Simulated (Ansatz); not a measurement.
Geometry optimisation, UKS LDA/def2-SVP in Ansatz 0.2.0.

The input (input.yaml):

```yaml
crystal:
  periodic: [false, false, false]
  atoms:
    - { symbol: O, position_ang: [-0.1685, 0.4818, -0.8628] }
    - { symbol: B, position_ang: [-0.5898, -0.4241, 0.1713] }
    - { symbol: Br, position_ang: [0.7924, -1.5055, 1.0684] }
    - { symbol: H, position_ang: [0.0215, 1.3874, -0.3972] }
magnetization:
  spin_polarized: true
  initial_magnetization: 1
basis:
  gaussian: { orbitals: def2-SVP }
hamiltonian:
  xc: lda
relax:
  f_tol: 0.015
  max_steps: 40
```

Run as:

```bash
$ ansatz run input.yaml --threads 1 --pin off --max-ram 2048MiB --backend cpu --events-out ev --progress --plain --runs-dir out
```

Problem. Where does it end, and by what steps?

Solution. The run converged. After 7 steps the energy has fallen by 0.744 eV; H4 moved furthest, 0.57 Å.

| step | energy less start (eV) | largest force component (eV/Å) | accepted |
| --- | --- | --- | --- |
| 0 | 0.0000 | 3.509 | yes |
| 1 | -0.2577 | 2.021 | yes |
| 2 | -0.3328 | 0.468 | yes |
| 3 | -0.4055 | 0.780 | yes |
| 4 | -0.5412 | 2.703 | yes |
| 5 | -0.7417 | 0.102 | yes |
| 6 | -0.7441 | 0.057 | yes |
| 7 | -0.7442 | 0.012 | yes |

```xyz
4
Properties=species:S:1:pos:R:3
O 0.155 0.569 -0.590
B -0.297 -0.202 0.393
Br 0.610 -1.772 0.944
H -0.413 1.344 -0.767
```

Whether the end is a true minimum wasn't checked by a vibrational analysis.

Time of the run: 18 s on 1 thread of Intel(R) Xeon(R) Processor @ 2.50GHz (Skylake/Cascade Lake), on a shared host, peak memory 0.14 GiB.
